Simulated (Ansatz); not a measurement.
Species: [Zn(Cl)2] (charge 0, multiplicity 1), formula Cl2Zn.

Question: How many basis functions does frozen-core CCSD(T)/def2-TZVPP // PBE-D3(BJ)/def2-SVP run with Ansatz (a program for electronic structure) use, how many core orbitals are frozen, and how many electrons are correlated?

Answer: 148 basis functions and 15 frozen orbitals, which leaves 34 correlated electrons. Core time is of the order of seconds.
